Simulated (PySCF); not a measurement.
## Mayer bond orders and bond lengths

Compound: C5H5FO2.
SMILES with atom numbers: `[CH3:1][O:2][C:3]1=[CH:4][C@H:5]([F:6])[C:7]1=[O:8]` (hydrogens: H9, H10, H11 on C1; H12 on C4; H13 on C5)

Cartesian coordinates in Å at the GFN2-xTB level; atoms count from 1:
```
atom  x, y, z in Å
C1     2.2496   -0.0872   -0.4241
O2     1.2881    0.6234    0.3449
C3     0.0164    0.3401    0.0933
C4    -1.1511    0.7967    0.6059
C5    -2.0208   -0.0118   -0.3224
F6    -2.8003   -0.9670    0.2900
C7    -0.6710   -0.5471   -0.8773
O8    -0.3573   -1.3541   -1.7014
H9     3.2212    0.2589   -0.0783
H10    2.1608   -1.1639   -0.2652
H11    2.1364    0.1279   -1.4889
H12   -1.4034    1.4637    1.4052
H13   -2.6729    0.5209   -1.0205
```

Bond orders from the PBE0/pcSseg-1 density (PySCF). The structure is a single GFN2-xTB conformer in the gas phase; no vibrational or solvent corrections.

**Question.** Where do the orders between heavy atoms depart from those drawn in the SMILES?

**Answer.** The largest departure is 0.403, at C3–C4 (drawn double, 1.597). Drawn single, order below 0.88: C1–O2 (0.870). Drawn double or triple, more than 0.30 short of the drawn order: C3–C4 (1.597).

**Question.** Give the Mayer order of every bond, beside its length.

**Answer.** 
```json
{"bond": "C1–O2", "drawn as": "single", "length (Å)": "1.422", "Mayer order": "0.870"}
{"bond": "O2–C3", "drawn as": "single", "length (Å)": "1.327", "Mayer order": "1.090"}
{"bond": "C3–C4", "drawn as": "double", "length (Å)": "1.354", "Mayer order": "1.597"}
{"bond": "C4–C5", "drawn as": "single", "length (Å)": "1.507", "Mayer order": "1.012"}
{"bond": "C5–F6", "drawn as": "single", "length (Å)": "1.377", "Mayer order": "0.896"}
{"bond": "C5–C7", "drawn as": "single", "length (Å)": "1.554", "Mayer order": "0.908"}
{"bond": "C7–O8", "drawn as": "double", "length (Å)": "1.195", "Mayer order": "2.014"}
{"bond": "C7–C3", "drawn as": "single", "length (Å)": "1.484", "Mayer order": "0.988"}
{"bond": "C1–H9", "drawn as": "single", "length (Å)": "1.088", "Mayer order": "0.970"}
{"bond": "C1–H10", "drawn as": "single", "length (Å)": "1.092", "Mayer order": "0.959"}
{"bond": "C1–H11", "drawn as": "single", "length (Å)": "1.092", "Mayer order": "0.959"}
{"bond": "C4–H12", "drawn as": "single", "length (Å)": "1.071", "Mayer order": "0.989"}
{"bond": "C5–H13", "drawn as": "single", "length (Å)": "1.094", "Mayer order": "0.931"}
```

By pair of heavy elements: C–O: lowest C1–O2 (0.870, 1.422 Å), highest C7–O8 (2.014, 1.195 Å). C–C: lowest C5–C7 (0.908, 1.554 Å), highest C3–C4 (1.597, 1.354 Å); in 1 of the 6 pairs the longer bond (by over 0.003 Å) has the higher order (by 0.02 or more).

**Question.** Sum the orders of all bonds at each heavy atom with more than one neighbour and set the sums beside the valence in the SMILES.

**Answer.** C1 3.758 (drawn 4), O2 1.960 (drawn 2), C3 3.675 (drawn 4), C4 3.598 (drawn 4), C5 3.747 (drawn 4), C7 3.910 (drawn 4). Orders between atoms that aren't bonded are not in these sums.

Mayer orders depend on the basis set.

The run behind these numbers computed NMR shieldings as well. Hardware: one thread of an Arm Neoverse V2, on a shared host. Cost: 16 s.
